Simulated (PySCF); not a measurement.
Match the calculated data to a structure.

All candidates are C6H12O2.

| technique | computed result |
| --- | --- |
| XPS | C1s 290.6, C1s 290.6, C1s 290.7, C1s 290.7, C1s 292.4, C1s 294.7, O1s 538.0, O1s 539.6 eV [ΔSCF SCAN, pcX-2 on the ionised atom, pcseg-1 elsewhere, spin-free X2C] |
| UV, first state | lowest singlet excitation: 5.91 eV (210 nm, f = 0.002) [TDDFT CAM-B3LYP/def2-SVPD] |
| Rotational structure | rotational constants A, B, C: 6.002, 0.700, 0.667 GHz [PBE0-D3(BJ)/def2-SVP] |
| Polarisability | 81.4 au [CAM-B3LYP/def2-SVPD] |
| Dipole | 2.03 D [CAM-B3LYP/def2-SVPD] |
| UV, strongest line | among the 10 lowest singlet transitions: S2 at 8.01 eV (155 nm, f = 0.104) [TDDFT CAM-B3LYP/def2-SVPD] |
| 1H NMR | chemical shifts (computed TMS as zero) by class: 7.83 (1 H), 4.02 (2 H), 1.52 (2 H), 1.23 (2 H), 1.02 (3 H), 0.91 (2 H) ppm [GIAO PBE0/pcSseg-1] |
| NMR, other nuclei | isotropic shieldings of nuclei other than C and H, by class: -108 (1 O), 111 (1 O) ppm [GIAO PBE0/pcSseg-1] |
| Triplet | lowest triplet excitation (Tamm–Dancoff): 5.36 eV [TDA CAM-B3LYP/def2-SVPD] |
| 13C NMR | chemical shifts (computed TMS as zero) by class: 164.7 (1 C), 64.9 (1 C), 31.8 (1 C), 30.4 (1 C), 26.6 (1 C), 16.6 (1 C) ppm [GIAO PBE0/pcSseg-1] |

The electronic properties come from PySCF, for the isolated species, density fitting. Levels stand in brackets. Geometry: PBE0-D3(BJ)/def2-SVP, one conformer, isolated molecule. NMR classes are plain means over equivalent atoms (diastereotopic ones count apart unless rotation or inversion swaps them), as if these changed places fast.

Problem. Which candidate is it?
A. `CCCCCOC=O`
B. `CCCCC(=O)OC`
C. `CC(C)O[C@@H]1C[C@@H]1O`

Solution. A. It is `CCCCCOC=O`. Numbering: `[CH3:1][CH2:2][CH2:3][CH2:4][CH2:5][O:6][CH:7]=[O:8]`. Its formula, C6H12O2, gives 1 degree of unsaturation: 0 rings and 1 π bond in the structure found. 6 carbons fall into 6 classes; from least to most shielded: ester carbonyl carbon [C7] (164.7 ppm), sp3 carbon bound to oxygen [C5] (64.9 ppm), chain CH2 carbon [C4] (31.8 ppm), chain CH2 carbon [C3] (30.4 ppm), chain CH2 carbon [C2] (26.6 ppm), methyl carbon [C1] (16.6 ppm). Hydrogen classes from least to most shielded: 1 H on an ester carbonyl carbon, C7 (7.83 ppm), 2 H on an sp3 carbon bound to oxygen, C5 (4.02 ppm, a mean of values up to 1.2 ppm apart in this geometry), 2 H on a chain CH2 carbon, C4 (1.52 ppm, a mean of values up to 0.5 ppm apart in this geometry), 2 H on a chain CH2 carbon, C2 (1.23 ppm), 3 H on a methyl carbon, C1 (1.02 ppm), 2 H on a chain CH2 carbon, C3 (0.91 ppm). The other shieldings belong to: -108 ppm, ester carbonyl oxygen [O8]; 111 ppm, ester single-bonded oxygen [O6]. The core levels belong to: C1s 290.6 eV, methyl carbon [C1]; C1s 290.6 eV, chain CH2 carbon [C2]; C1s 290.7 eV, chain CH2 carbon [C3]; C1s 290.7 eV, chain CH2 carbon [C4]; C1s 292.4 eV, sp3 carbon bound to oxygen [C5]; C1s 294.7 eV, ester carbonyl carbon [C7]; O1s 538.0 eV, ester carbonyl oxygen [O8]; O1s 539.6 eV, ester single-bonded oxygen [O6]. The optimised geometry has point group C1 and is an asymmetric top.

The others, at the same levels:
- `CCCCC(=O)OC` fails: its computed core binding energies are C1s 290.4, C1s 290.5, C1s 290.5, C1s 291.0, C1s 292.5, C1s 294.3, O1s 537.5, O1s 539.4 eV, rotational constant A is 5.134 GHz (against 6.002 GHz) and smallest rotational constant is 0.848 GHz (against 0.667 GHz).
- `CC(C)O[C@@H]1C[C@@H]1O` fails: its computed lowest singlet excitation is 6.91 eV (179 nm, f = 0.005) (against 5.91 eV), rotational constant A is 3.761 GHz (against 6.002 GHz) and smallest rotational constant is 1.098 GHz (against 0.667 GHz).

Each candidate is one conformer, not necessarily the lowest. Dipoles, sizes and rotational constants follow the conformer. The torsions of the flexible species, by atom-mapped SMILES:
- `[CH3:1][CH2:2][CH2:3][CH2:4][C:5](=[O:6])[O:7][CH3:8]`: C1–C2–C3–C4 180°, C2–C3–C4–C5 69°, C3–C4–C5–O6 16°, C4–C5–O7–C8 -178°
- `[CH3:1][CH:2]([CH3:3])[O:4][C@@H:5]1[CH2:6][C@@H:7]1[OH:8]`: C1–C2–O4–C5 69°, C2–O4–C5–C6 -95°, H–O8–C7–C6 -75°

The conformers of `CCCCCOC=O` aren't listed.
